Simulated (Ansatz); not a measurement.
Au (SMILES [Au]), doublet (core potentials on Au); PBE-D3BJ/def2-TZVP (Ansatz, a program for electronic structure).

Ansatz was given this input:
Ansatz 0.2 input:
```yaml
crystal:
  periodic: [false, false, false]
  atoms:
    - {symbol: Au, position_ang: [0.00000000, 0.00000000, 0.00000000]}
basis:
  gaussian:
    orbitals: def2-TZVP
hamiltonian:
  xc: pbe
  dispersion: d3bj
magnetization: {spin_polarized: true, initial_magnetization: 1}
```

Output, abridged:

```
Functional definition: PBE
334 factors; their error is unknown
mean field evaluation 1: about -3692.9867 eV, gradient 1.6e1 eV
mean field evaluation 2: about -3686.0163 eV, gradient 4.2e1 eV
mean field evaluation 4: about -3693.8382 eV, gradient 5.6e-1 eV
mean field evaluation 8: about -3693.8369 eV, gradient 3.5e-4 eV
mean field evaluation 16: about -3692.0261 eV, gradient 3.9e-2 eV
mean field -3693.83693654 eV, -135.7460036453 hartree, gradient 3.6e-5 eV, S^2 0.751135; 3 other end points of the search recorded, 0 dependent functions left out
reference -3693.83697085 eV, -135.7460049060 hartree; 10, 9 occupied and 30, 31 virtual orbitals, 334 factors
Total energy: -3693.83697085 eV, -135.7460049060 hartree
```
